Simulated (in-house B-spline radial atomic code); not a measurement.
Tc. Computed with a B-spline radial atomic code. Model: non-relativistic spherical atom: semilocal Troullier-Martins pseudo-atom, one channel per l, against all electrons, high spin, G0W0 and RPA with empty states to l = 8, local potential for every l without a channel, a model core (radius 0 = none) keeps its share of the functional.

Without relativity these are model numbers for so heavy an element.

What the tables leave out is listed at the end.

The pseudopotential gives back the lowest level of each angular momentum of its own functional in the configuration it was made in; a second state of the same l is only approximately right. Exact exchange, RPA and GW see the smooth pseudo-orbitals and miss the exchange with the core, for which the functional's share stands in. The column with an uncorrelated core keeps all orbitals and exact exchange, and so separates missing core correlation from pseudisation. Only the three outermost levels and the lowest empty one were computed. RPA here is direct RPA, with no exchange kernel, and its energies carry an (l + 1/2)⁻⁴ tail. A hybrid on a potential with a model core restores only its own semilocal share of the core's exchange.

Command:
```bash
python run_psgw.py task.json out
```
Settings (lengths in bohr, energies in hartree):
```
Z                      43
electrons              43
configuration          [Kr] 4d5 5s2
generated_in           [Kr] 4d5 5s2
functional             lda,vwn
core_shells            7
radius_factor          1.15
core_correction        True
ion_configuration      [Kr] 4d5 5s1
```

Cost of the run: 77 s on 1 thread of Arm Neoverse N1, with other jobs on the host.

Given: made with LDA VWN5; model core radius 0.742 bohr; local radius 1.487 bohr; mean-field start PBE0.

Valence shells of the generating configuration: 4p, 4d, 5s.

Channel: s 3.201, p 1.185, d 1.436 (radii in bohr).

Computed: largest level miss in the spin-unpolarised generating configuration 0 eV; valence RPA correlation energy pseudo -0.78223 hartree; all-electron RPA polarisability, core included 60.738 bohr³; pseudo-atom RPA polarisability 56.873 bohr³; ionisation by mean-field all-electron 6.4799 eV; ionisation by mean-field pseudo minus all 0.049 eV; ionisation by RPA pseudo minus all 0.163 eV.

```csv
level,occupied,mean-field all-electron (eV),mean-field pseudo minus all (eV),G0W0 all-electron (eV),G0W0 uncorrelated core minus all (eV),G0W0 pseudo minus all (eV),exchange self-energy all-electron (eV),exchange self-energy pseudo (eV)
5s down,1,-4.6692,-0.022,-6.9081,0.011,-0.238,-7.9152,-7.8771
5s up,1,-5.8698,-0.384,-8.1747,0.011,-0.859,-10.584,-12.012
```

Question: What is the ionisation by RPA all-electron?

Answer: 7.0238 eV.

Question: What is the valence RPA correlation energy all-electron orbitals?

Answer: -0.65598 hartree.

Among the listed levels the largest G0W0 shift of the pseudo-atom is -0.86 eV, for 5s up on the PBE0 start, while leaving the core uncorrelated moves that level by +0.01 eV. So pseudisation and the lost core exchange, not the missing core correlation, make the error. Not in the tables (levels of low weight, unsolved or above zero; the highest and the empty levels are kept at any weight): the LDA start was refused, since an empty level lay at or below an occupied one; on PBE0 the G0W0 levels 4d up (pseudo minus all +0.37 eV, weights 0.52 and 0.67), 4d down (pseudo minus all -0.20 eV, weights 0.34 and 0.61); no Hartree-Fock pseudo-atom is run with a model core.
